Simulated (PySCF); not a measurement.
Core-level binding energies of `CB(C)NC(C)=O`

Species: C4H10BNO.
Atom-mapped SMILES: `[CH3:1][B:2]([CH3:3])[NH:4][C:5]([CH3:6])=[O:7]`

Theory: PySCF 2.14.0, delta-SCF UKS SCAN, pcX-2 on the ionised atom, pcseg-1 elsewhere, spin-free X2C. Binding energies are ΔSCF values: E(core-ionised, relaxed orbitals) − E(ground state) at a fixed geometry, referred to the vacuum level.

What binding energy does each computed site have?

```
atom(s)                       environment  level  binding energy (eV)  above the level's lowest (eV)  count
     B2            three-coordinate boron   B 1s               195.71                           0.00      1
  C1/C3         sp3 carbon bound to boron   C 1s               290.09                           0.00      2
     C6  methyl carbon next to a carbonyl   C 1s               291.20                          +1.11      1
     C5             amide carbonyl carbon   C 1s               293.88                          +3.79      1
     N4                    amide nitrogen   N 1s               405.41                           0.00      1
     O7                      amide oxygen   O 1s               537.14                           0.00      1
```

The listed C 1s values span 3.79 eV, from C1/C3 (bonded to 3 H and B) to C5 (bonded to O (double bond), N and C). The widest gap between neighbouring values is 2.68 eV, between 291.20 and 293.88 eV.

Which photon energy gives electrons from C 1s of C1/C3 a kinetic energy of 20 eV, and what is their de Broglie wavelength?

hν = 290.09 + 20 = 310.09 eV, recoil neglected; λ = 12.264 Å/√(E/eV) = 2.74 Å.

What is the longest wavelength that can ionise C 1s of C1/C3 vertically?

λ = hc/E = 12398.42 eV Å / 290.09 eV = 42.740 Å.

One atom of each set of topologically equivalent atoms was ionised and stands for the set; in this conformer not all members are related by symmetry, and their own values weren't computed. Geometry: PBE0-D3(BJ)/def2-SVP, one conformer, isolated molecule.

The values belong to the conformer `[CH3:1][B:2]([CH3:3])[NH:4][C:5]([CH3:6])=[O:7]`: C1–B2–N4–C5 -179°, B2–N4–C5–C6 -179°.
